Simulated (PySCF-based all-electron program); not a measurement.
Values are calculated unless marked as measured or tabulated.
SbAsH₄, singlet: how the functional moves the forces

Method: all-electron DFT (in-house code on PySCF), basis-limit composite values; Koelling–Harmon scalar relativity, no spin–orbit coupling, spin-restricted. Forces are good to about 0.028 eV/Å. In part, the full relativistic part was added along one bond alone. Atoms are numbered as listed.

```
atom    x (Å)    y (Å)    z (Å)
  As   0.0000   0.0000   0.0000
  Sb   0.0000   0.0000   2.6789
   H   1.5368   0.0243  -0.0133
   H  -0.0439   1.5311  -0.0968
   H  -0.0590   1.7169   2.8256
   H  -1.7248  -0.0729   2.7148
```

Problem. What forces does PBE give?

Solution. 

| atom | Fx | Fy | Fz (eV/Å) |
| --- | --- | --- | --- |
| As1 | 0.044 | 0.044 | -0.016 |
| Sb2 | -0.008 | -0.005 | 0.028 |
| H3 | -0.029 | -0.004 | -0.014 |
| H4 | -0.007 | -0.042 | -0.001 |
| H5 | 0.001 | 0.004 | 0.006 |
| H6 | 0.000 | 0.003 | -0.003 |
